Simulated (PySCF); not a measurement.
MoCl: frontier orbitals

PBE at R = 2.290 Å; basis Mo def2-TZVPP with ECP28, Cl def2-TZVPP; scalar-relativistic core potentials; PySCF 2.14. State: ⁶Σ⁺ (sextet), unpaired electrons σ ↑, π ↑↑, δ ↑↑. Only the outer orbitals are listed, counted within each symmetry, core potentials removing the inner ones.

```tsv
spin	orbital	occ.	ε (eV)	on Mo (%)	main shells (%)
α	7σ	1	-8.72	24	74 Cl p, 18 Mo d
α	3π	1	-7.72	22	78 Cl p, 20 Mo d
α	3π	1	-7.72	22	78 Cl p, 20 Mo d
α	1δ	1	-5.25	100	100 Mo d
α	1δ	1	-5.25	100	100 Mo d
α	8σ	1	-5.20	98	57 Mo s, 40 Mo d
α	4π	1	-4.86	81	78 Mo d, 18 Cl p
α	4π	1	-4.86	81	78 Mo d, 18 Cl p
α	9σ	0	-3.41	84	32 Mo d, 26 Mo s, 26 Mo p
α	5π	0	-1.17	98	96 Mo p
α	5π	0	-1.17	98	96 Mo p
β	7σ	1	-8.42	15	84 Cl p, 10 Mo d
β	3π	1	-7.35	8	92 Cl p
β	3π	1	-7.35	8	92 Cl p
β	8σ	0	-2.63	99	62 Mo s, 37 Mo d
β	4π	0	-2.14	92	91 Mo d
β	4π	0	-2.14	92	91 Mo d
```

Which are the highest filled and the lowest empty level, where do they sit, and how wide is the gap?

Highest filled α 4π at -4.86 eV (in %: 78 Mo d, 18 Cl p); lowest empty α 9σ at -3.41 eV (in %: 32 Mo d, 26 Mo s, 26 Mo p); the gap at PBE is 1.45 eV.

```json
{
  "bond order (Mayer)": "1.20",
  "⟨S²⟩": "8.763",
  "charge on Mo (Mulliken, basis-dependent)": "0.34",
  "charge on Mo (Löwdin, basis-dependent)": "-0.07",
  "dipole moment (positive dipole means Mo(−)Cl(+))": "-3.71 D",
  "polarisability along the bond": "77.9 bohr³",
  "polarisability across the bond": "57.9 bohr³"
}
```

Spin–orbit coupling is left out. With d or f electrons several states lie close, and the lowest PBE0 determinant need not be the measured ground state.
